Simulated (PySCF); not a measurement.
Match the calculated data to a structure.

All candidates are C6H12NOP.

| technique | computed result |
| --- | --- |
| Dipole | 0.86 D [PBE0/pcSseg-1] |
| Rotational structure | rotational constants A, B, C: 4.142, 0.649, 0.640 GHz [GFN2-xTB] |
| 1H NMR | chemical shifts (computed TMS as zero) by class: 10.03 (1 H), 3.90 (3 H), 3.00 (4 H), 1.84 (4 H) ppm [GIAO PBE0/pcSseg-1] |
| 13C NMR | chemical shifts (computed TMS as zero) by class: 226.8 (1 C), 60.1 (1 C), 57.7 (2 C), 27.9 (2 C) ppm [GIAO PBE0/pcSseg-1] |
| NMR, other nuclei | isotropic shieldings of nuclei other than C and H, by class: 231 (1 N), 142 (1 O), 124 (1 P) ppm [GIAO PBE0/pcSseg-1] |

Gas-phase values; electronic properties from PySCF, density fitting. Levels stand in brackets. Isolated species at its GFN2-xTB geometry (one conformer only). GFN2-xTB frequencies show an imaginary mode (52i cm⁻¹), so this geometry is no minimum at that level. Each NMR value is the plain mean over a class of atoms that symmetry, rotation or inversion makes alike.

Question: Which candidate is it?
A. `C=C[C@@H]1C[P@@]1(CO)=NC`
B. `CO/C=P/N1CCCC1`
C. `COCCPCCC#N`
D. `CCN(C)P1C=C1OC`

Answer: B. It is `CO/C=P/N1CCCC1`. Numbering: `[CH3:1][O:2]/[CH:3]=[P:4]/[N:5]1[CH2:6][CH2:7][CH2:8][CH2:9]1`. 6 carbons fall into 4 classes; from least to most shielded: carbon bonded to O, P and H [C3] (226.8 ppm), methoxy carbon [C1] (60.1 ppm), ring sp3 carbon bound to nitrogen [C6/C9] (57.7 ppm, 2 C), ring CH2 carbon [C7/C8] (27.9 ppm, 2 C). Hydrogen classes from least to most shielded: 1 H on a carbon bonded to O, P and H, C3 (10.03 ppm), 3 H on a methoxy carbon, C1 (3.90 ppm, a mean of values up to 0.7 ppm apart in this geometry), 4 H on 2 like atoms (sp3 carbon bound to nitrogen), C6/C9 (3.00 ppm, a mean of values up to 0.8 ppm apart in this geometry), 4 H on 2 ring CH2 carbons, C7/C8 (1.84 ppm). The other shieldings belong to: 231 ppm, nitrogen bonded to 2 C and P [N5]; 142 ppm, ether oxygen [O2]; 124 ppm, phosphorus bonded to C and N [P4]. By its constants the optimised geometry is a nearly prolate symmetric top.

The others, at the same levels:
- `COCCPCCC#N` fails: it has 6 carbon classes against 4; its computed 13C shifts are 124.8 (1 C), 76.8 (1 C), 61.0 (1 C), 24.3 (1 C), 22.4 (1 C), 18.5 (1 C) ppm, 1H shifts are 3.69 (2 H), 3.54 (3 H), 3.44 (1 H), 2.61 (2 H), 1.88 (2 H), 1.82 (2 H) ppm and rotational constant A is 1.548 GHz (against 4.142 GHz).
- `C=C[C@@H]1C[P@@]1(CO)=NC` fails: it has 6 carbon classes against 4; its computed 13C shifts are 143.0 (1 C), 120.6 (1 C), 61.1 (1 C), 33.1 (1 C), 28.8 (1 C), 17.5 (1 C) ppm, 1H shifts are 5.44 (1 H), 5.27 (1 H), 5.24 (1 H), 4.78 (1 H), 3.76 (1 H), 2.93 (3 H), 2.71 (1 H), 2.51 (1 H), 2.33 (1 H), 0.87 (1 H) ppm and rotational constant A is 1.810 GHz (against 4.142 GHz).
- `CCN(C)P1C=C1OC` fails: it has 6 carbon classes against 4; its computed 13C shifts are 170.9 (1 C), 83.5 (1 C), 61.0 (1 C), 49.1 (1 C), 29.0 (1 C), 14.1 (1 C) ppm, 1H shifts are 5.95 (1 H), 4.00 (3 H), 3.11 (2 H), 2.26 (3 H), 1.15 (3 H) ppm and rotational constant A is 2.470 GHz (against 4.142 GHz).

Each candidate is one conformer, not necessarily the lowest. The conformers computed, where there is a choice (atom-mapped SMILES and torsion angles):
- `[CH2:1]=[CH:2][C@@H:3]1[CH2:4][P@@:5]1([CH2:6][OH:7])=[N:8][CH3:9]`: C1–C2–C3–C4 -151°, C4–P5–C6–O7 117°, H–O7–C6–P5 40°
- `[CH3:1][CH2:2][N:3]([CH3:4])[P:5]1[CH:6]=[C:7]1[O:8][CH3:9]`: C1–C2–N3–C4 66°, C2–N3–P5–C6 179°, C6–C7–O8–C9 178°

The conformers of `CO/C=P/N1CCCC1` and `COCCPCCC#N` aren't listed.
